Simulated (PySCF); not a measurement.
## Ga (gallium, neutral) across methods

[Ar] 3d10 4s2 4p1, 2P determinant. Computed with PySCF 2.14 in aug-cc-pVDZ-PP with ECP10MDF, with a scalar-relativistic core potential.

| method | E (hartree) | mean ε 4s α (eV) | mean ε 4s β (eV) | mean ε 4p α (eV) | Σ⟨r²⟩ (bohr²) | ⟨S²⟩ |
| --- | --- | --- | --- | --- | --- | --- |
| B97-3 | -259.4657 | -10.095 | -9.320 | -3.642 | 39.53 | 0.753 |
| wB97X-V | -259.4013 | -12.531 | -11.637 | -5.564 | 39.13 | 0.753 |
| UHF | -258.29123 | -12.678 | -11.032 | -5.801 | 40.10 | 0.762 |
| PBE0 | -259.4021 | -10.159 | -9.347 | -3.737 | 39.31 | 0.753 |
| LDA | -259.0163 | -9.358 | -8.838 | -2.897 | 39.38 | 0.751 |
| BHandHLYP | -259.2924 | -11.149 | -10.234 | -4.354 | 39.34 | 0.754 |
| PBE | -259.4459 | -9.085 | -8.506 | -2.909 | 39.64 | 0.752 |
| r2SCAN | -259.3316 | -9.374 | -8.779 | -3.162 | 38.86 | 0.756 |

**Question.** Estimate the same row for BLYP.

**Answer.** E (hartree) = -259.4213; mean ε 4s α (eV) = -9.006; mean ε 4s β (eV) = -8.564; mean ε 4p α (eV) = -2.706; Σ⟨r²⟩ (bohr²) = 39.89; ⟨S²⟩ = 0.751.

Energies and moments cover only the electrons outside the core potential.
